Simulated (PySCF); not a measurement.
## Static response to an electric field

Compound: C₅H₁₀O₂Si.
Structure used (GFN2-xTB), in Å, numbered top down from 1:
```
atom  x, y, z in Å
C1    -1.538    1.449   -0.788
C2    -1.614    0.576    0.199
C3    -1.615   -0.908    0.012
C4    -0.382   -1.550    0.674
C5     0.853   -0.988    0.016
O6     1.350   -1.423   -0.989
O7     1.328    0.082    0.635
Si8    2.581    0.985    0.021
H9    -1.530    2.511   -0.612
H10   -1.487    1.134   -1.818
H11   -1.657    0.913    1.226
H12   -2.512   -1.336    0.469
H13   -1.617   -1.152   -1.052
H14   -0.407   -2.630    0.527
H15   -0.363   -1.316    1.739
H16    2.602    2.017    1.048
H17    2.209    1.474   -1.301
H18    3.789    0.170   -0.017
```

Level: CAM-B3LYP/def2-SVPD (PySCF), static field, nuclei fixed, core orbitals frozen in the response. The polarisability tensor in these axes (au):

```
x   90.33  3.28 -0.96
y    3.28 94.10 -3.70
z   -0.96 -3.70 82.92
```

Question: Diagonalise the tensor; give its mean and Δα, where Δα² is half the sum of the squared differences of the eigenvalues.

Answer: Principal values 81.80, 88.57 and 96.97 au; mean 89.12 au = 13.21 Å³ = 14.69 × 10⁻⁴⁰ C²·m²/J; Δα = 13.17 au (15 % of the mean).

Question: What is the dipole moment, and where does it point?

Answer: (-0.92, 0.85, 1.55) D, 1.99 D in size, pointing from the negative to the positive side. Measured along this direction, the outermost atoms are O6 at the negative end and H11 at the positive end.

Question: Find the Langevin capture rate constant for H3+ (3.023 u) meeting this molecule (130.045 u), k = 2.342 × 10⁻⁹ cm³/s × √(α in Å³ / reduced mass in u).

Answer: The reduced mass is 2.95 u, so k = 4.95 × 10⁻⁹ cm³/s. The formula leaves out the permanent dipole, which adds to the capture rate.

Question: What are the principal values of the traceless quadrupole moment, Θ = ½Σq(3rr − r²1), about the centre of nuclear charge?

Answer: -9.95, 0.21, 9.73 D·Å. The values depend on the origin, since the dipole doesn't vanish. The electronic extent ⟨r²⟩ about the same centre is 1298 bohr², a root-mean-square distance of 2.28 Å for the 70 electrons.

Question: In TDDFT the mean static polarisability is Σ f/ω² over all singlet excitations (ω in hartree). How much of it do the 8 lowest give? Their energies (eV) and oscillator strengths: 5.83, 0.0017; 7.13, 0.0011; 7.39, 0.2451; 7.53, 0.1153; 7.75, 0.0341; 8.02, 0.0029; 8.05, 0.0064; 8.13, 0.0054.

Answer: They add up to 5.47 au, 6.1 % of the 89.12 au; the largest single term is 3.32 au, from the state at 7.39 eV. Terms in order: 0.04, 0.02, 3.32, 1.51, 0.42, 0.03, 0.07, 0.06 au. Higher excitations give the rest. The strengths listed sum to 0.412.

The structure is a single GFN2-xTB conformer in the gas phase; no vibrational or solvent corrections.
